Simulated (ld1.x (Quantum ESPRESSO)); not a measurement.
**PBE ultrasoft dataset for iron, scalar-relativistic all-electron reference.**

| Item | Value |
| --- | --- |
| Element | iron |
| Generator | ld1.x (Quantum ESPRESSO) 7.5 |
| Type | ultrasoft |
| Functional | PBE |
| Relativity | scalar-relativistic |
| Frozen core | [Ne] 3s2 |
| Valence charge | 14 |
| Reference configuration | 3p6 3d6 4s1.75 4p0 (charge +0.25) |
| Partial waves | 4s (bound): rcut 1.80, rcutus 2.45 bohr; 4s channel at -0.15 Ry: rcut 1.80, rcutus 2.45 bohr; 3p (bound): rcut 1.20, rcutus 1.25 bohr; 4p (bound, empty): rcut 1.20, rcutus 1.25 bohr; 3d (bound): rcut 0.70, rcutus 0.95 bohr; 3d channel at 1.15 Ry: rcut 0.70, rcutus 0.95 bohr |
| Local potential | all-electron potential smoothed inside 2.15 bohr (lloc = -1) |
| Core correction | Bessel-smoothed model core, default radius (core density twice the valence density) |
| Augmentation charge | PSQ, inside the norm-conserving radii |

All-electron outer shells of the reference configuration (PBE, scalar-relativistic, ld1.x):

```
shell  level (eV)  outermost node (bohr)  outermost maximum (bohr)
   2p     -700.41                      –                      0.18
   3s      -96.00                   0.33                      0.70
   3p      -62.03                   0.30                      0.72
   3d       -9.48                      –                      0.71
   4s       -6.96                   1.00                      2.38
   4p       -2.70                   1.10                      3.17
```

Question: Does the generator finish with these settings?

Answer: Yes, a potential is produced and its reference levels are reproduced.

Question: Estimate the cutoffs (Ry, on a coarse ladder) from which the occupation-weighted sum of valence levels, in a spherical-Bessel basis at the reference potential, stays within 10 and 1 mRy of its value at 400 Ry.

Answer: 120 Ry and 200 Ry.

Question: Does the potential have ghost states?

Answer: No extra level below or beside the all-electron valence levels (s, p, d, f tested).

Question: Is the overlap operator S = 1 + Σ q|β⟩⟨β| positive definite (Bessel basis up to 400 Ry)?

Answer: Yes: its lowest eigenvalue is 0.34 (p channel).

Question: Which valence shell sets the plane-wave cutoff?

Answer: 3d: its level needs 160 Ry to come within 1 mRy, against 70 Ry for 3p.

Question: Tests: 3p6 3d6 4s2 4p0; 3p6 3d6 4s1 4p0; 3p6 3d6 4s0 4p0; 3p6 3d6 4s1.5 4p0; 3p6 3d6.5 4s1.5 4p0; 3p6 3d7 4s0 4p0; 3p6 3d5 4s2 4p0. Which has the largest error in its energy relative to the reference configuration, and how large is it?

Answer: 3p6 3d7 4s0 4p0, with -31 meV (all-electron minus pseudo) on +5.11 eV.
